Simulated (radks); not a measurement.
Q: Ce2+, 56 electrons, occupied as [Kr] 4d10 4f4 5p6 (not the ground configuration). All-electron calculation, non-relativistic Kohn-Sham, XLYP, spin-polarised, spherical densities, point nucleus; open shells are filled with parallel spins first (spin-orbit coupling, left out, can overturn this in heavy ions); relativity is left out, which matters for an element this heavy. Program: a radial shooting solver on a logarithmic mesh with Libxc functionals. Some entries of the table are withheld. Estimate them.

orbital  occ.  eigenvalue (Ry)  r(max) (bohr)
1s down     1        -2815.724        0.01735
1s up       1        -2815.724        0.01735
2s up       1        -437.7540        0.09544
2s down     1        -437.7536        0.09544
2p down     3        -414.0846        0.07444
2p up       3        -414.0845        0.07444
3s up       1        -93.94312         0.2688
3s down     1        -93.87563         0.2687
3p up       3        -83.70222         0.2556
3p down     3        -83.64007         0.2555
3d up       5        -64.62735         0.2060
3d down     5        -64.58165         0.2060
4s up       1        -18.88322         0.6232
4s down     1        -18.70342         0.6229
4p up       3        -15.08443         0.6339
4p down     3        -14.90340         0.6336
4d up       5         -8.43986         0.6560
4d down     5         -8.25661         0.6553
5p up       3         -2.39899          1.619
5p down     3         -2.28995          1.636
4f up       4              (1)            (2)
4f down     0              (3)            (4)

A: 
(1) 4f up eigenvalue (Ry): -0.95587
(2) 4f up r(max) (bohr): 0.7328
(3) 4f down eigenvalue (Ry): -0.80009
(4) 4f down r(max) (bohr): 0.7346
